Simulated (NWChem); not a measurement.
C3H5Cl; SMILES C=C(C)Cl

```xyz
9

C      1.3258    -1.0035     0.0000
C      0.1171    -0.4418     0.0000
C     -1.1936    -1.1523     0.0000
Cl    -0.0315     1.2982     0.0000
H      2.2374    -0.4042     0.0000
H      1.4165    -2.0922     0.0000
H     -1.7854    -0.8735     0.8860
H     -1.0442    -2.2409     0.0000
H     -1.7854    -0.8735    -0.8860
```
Atoms are numbered in this order, from 1.

Geometry: optimised at PBE0/def2-SVP.

Symmetry labels are those of Cs in the frame above (b1 and b2, or b-type labels, depend on it).

**Question.** List the 4 lowest vertical singlet excitations from PBE0/def2-SVPD, TDA (NWChem).

**Answer.** 
```tsv
state	energy (eV)	oscillator strength	symmetry	leading excitation (squared amplitude)
S1	6.59	0.000	a"	HOMO → LUMO+1 (0.50)
S2	6.93	0.000	a"	HOMO → LUMO+2 (0.49)
S3	7.01	0.344	a'	HOMO → LUMO (0.84)
S4	7.15	0.000	a"	HOMO−1 → LUMO (0.99)
```
